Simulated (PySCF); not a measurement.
B(Me)(OH)(SMe) (C₂H₇BOS), SMILES CSB(C)O.

Coordinates come from a PBE-D3(BJ)/def2-SVP optimisation. One conformer was computed; it need not be the lowest.

Level of theory: PBE-D3(BJ)/def2-SVP (PySCF).

Frequencies are harmonic and unscaled.

Computed vibrational spectrum:
| mode | ν (cm⁻¹) | IR (km/mol) | moving atoms (share of kinetic energy) |
|---|---|---|---|
| 1 | 34 | 0.1 | H 96 % |
| 2 | 75 | 1.5 | H 85 % |
| 3 | 129 | 3.4 | H 38 %, C 34 %, S 22 % |
| 4 | 171 | 2.1 | C 41 %, H 26 %, O 21 %, S 8 % |
| 5 | 288 | 0.6 | C 32 %, H 29 %, O 21 %, S 14 % |
| 6 | 393 | 6.2 | O 30 %, C 22 %, S 22 %, H 16 %, B 9 % |
| 7 | 431 | 0.3 | B 58 %, H 32 % |
| 8 | 524 | 87.1 | H 90 %, O 9 % |
| 9 | 589 | 10.6 | S 28 %, C 22 %, H 21 %, O 17 %, B 11 % |
| 10 | 707 | 0.6 | C 56 %, S 34 %, H 10 % |
| 11 | 824 | 0.9 | H 64 %, C 25 %, O 11 % |
| 12 | 839 | 18.6 | H 55 %, B 24 %, C 20 % |
| 13 | 912 | 150.6 | H 58 %, B 22 %, O 10 %, C 9 % |
| 14 | 927 | 6.6 | H 83 %, C 15 % |
| 15 | 943 | 3.1 | H 78 %, C 18 % |
| 16 | 1163 | 141.7 | H 47 %, B 43 % |
| 17 | 1256 | 101.8 | H 64 %, B 16 %, C 15 % |
| 18 | 1280 | 10.1 | H 79 %, C 17 % |
| 19 | 1342 | 144.1 | B 52 %, H 21 %, O 16 %, C 11 % |
| 20 | 1389 | 3.6 | H 92 % |
| 21 | 1392 | 2.6 | H 96 % |
| 22 | 1393 | 9.4 | H 96 % |
| 23 | 1400 | 23.4 | H 92 % |
| 24 | 2961 | 5.8 | H 97 % |
| 25 | 2992 | 19.6 | H 98 % |
| 26 | 3035 | 7.4 | H 91 %, C 9 % |
| 27 | 3075 | 6.6 | H 91 %, C 9 % |
| 28 | 3100 | 3.6 | H 90 %, C 10 % |
| 29 | 3107 | 3.2 | H 90 %, C 10 % |
| 30 | 3729 | 48.7 | H 94 % |
